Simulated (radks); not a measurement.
The nitrogen ion N4+, [He] 2s1. All-electron calculation, non-relativistic Kohn-Sham, exchange-only PBE, spin-polarised, spherical densities, point nucleus. Program: a radial shooting solver on a logarithmic mesh with Libxc functionals. Every spin shell is full or empty, so the densities are truly spherical. Functionals are evaluated on that one density, not self-consistently. Rank these orbital-free kinetic functionals by their error against the exact value of the orbitals, and give that value: Thomas-Fermi, von Weizsacker, TF + vW, TF + vW/9, TF + vW/5, LC94, APBEK, revAPBEK, Perdew 92, Pearson, LKT, PG1, DePristo-Kress, Ernzerhof.

Answer. Exact: 48.2643 hartree. From best to worst, with 100 (|E| - |E exact|)/|E exact| (equal figures are ties): DePristo-Kress -0.12, APBEK +0.28, LC94 +0.33, TF + vW/9 +0.52, Perdew 92 +0.54, revAPBEK +1.10, Ernzerhof +3.30, Pearson -3.97, von Weizsacker -5.87, TF + vW/5 +8.88, Thomas-Fermi -9.94, PG1 +48.29, LKT +55.59, TF + vW +84.19.
